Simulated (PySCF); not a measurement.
# Ions at one geometry of [Y(NH3)3]3+

PySCF 2.14.0, RKS PBE0, Y def2-SVP with ECP28, N def2-SVP, H def2-SVP; non-relativistic Hamiltonian with scalar-relativistic core potentials where named; density fitting; no spin-orbit coupling; singlets restricted, open shells unrestricted. The geometry is relaxed for charge +3, singlet, vacuum:

```xyz
13

Y     0.0000    0.0000   -0.5760
N     2.2613   -0.0004    0.1009
H     2.4846   -0.5537    0.9490
H     2.9265   -0.3787   -0.6009
H     2.6650    0.9294    0.3189
N    -1.1303    1.9586    0.1009
H    -0.7628    2.4286    0.9490
H    -1.1353    2.7238   -0.6009
H    -2.1374    1.8433    0.3189
N    -1.1310   -1.9582    0.1009
H    -1.7218   -1.8749    0.9490
H    -1.7913   -2.3451   -0.6009
H    -0.5276   -2.7727    0.3189
```

Energies count from the relaxed state; an electron taken off or put on is at rest in vacuum. Charges and spins are Mulliken's.

```
                     state  energy (eV)  spin squared  charge on Y1 (e)  spin on Y1 (e)  dipole about the centre of mass (D)
charge +3, singlet, vacuum         0.00          0.00              1.72            0.00                                 1.21
charge +2, doublet, vacuum       -14.61          0.75              1.06            1.01                                 2.24
```

Question: What does the state charge +4, doublet, vacuum give?

Answer: energy (eV) 26.93, spin squared 0.76, charge on Y1 (e) 1.86, spin on Y1 (e) 0.06, dipole about the centre of mass (D) 2.91.

With an electron taken off (doublet) the charges change, summed by element, by Y +0.14 e, N +0.36 e, H +0.50 e. The vertical ionisation energy is 26.93 eV, against −ε(HOMO) = 24.81 eV of the relaxed state. The level lies 2.1 eV too high, as is usual for semilocal functionals and global hybrids, which keep a self-interaction error.

With an electron put on (doublet) the charges change, summed by element, by Y -0.66 e, N +0.03 e, H -0.38 e. The vertical electron affinity is 14.61 eV, against −ε(LUMO) = 16.61 eV of the relaxed state.

Open shells may have lower solutions than those found.

No frequency check is given that shows the relaxed geometry to be a minimum, and it was reached by following one of several unstable modes of a saddle point.
